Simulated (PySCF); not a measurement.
**Fractional electron number in Sc²⁺ (scandium, charge +2)**

The 3d alpha orbital of [Ar] 3d1 is emptied in steps (occupation f), with all orbitals relaxed, ending at [Ar]. Computed with PySCF 2.14 in x2c-TZVPall (6s5p4d1f, 48 functions), with scalar relativity by spin-free X2C-1e. The exact energy is a straight line in f; departures are measured from the line between the end points of the same method.

**Question.** Among PBE0, r2SCAN, LC-wPBE, which shows the largest delocalisation error (convex curve), and which is closest to linear?

**Answer.** Most convex: r2SCAN (-1.526 eV at f = 0.4); closest to linear: LC-wPBE (-0.506 eV).

```
  f  PBE0 (eV)  r2SCAN (eV)  LC-wPBE (eV)
  1      0.000        0.000         0.000
0.8     -0.784       -1.007        -0.328
0.6     -1.183       -1.520        -0.500
0.4     -1.189       -1.526        -0.506
0.2     -0.797       -1.021        -0.342
  0      0.000        0.000         0.000
```

```
 method  E(f=0) − E(f=1) (eV)  −ε at f=1 (eV)  −ε at f=0.4 (eV)
   PBE0                25.137          20.273            26.097
 r2SCAN                25.062          18.810            26.306
LC-wPBE                25.254          23.232            25.642
```

Reference removal energy between the ground levels: 24.757 eV (measured; NIST Atomic Spectra Database, ionization energies). The calculation has no spin-orbit coupling.
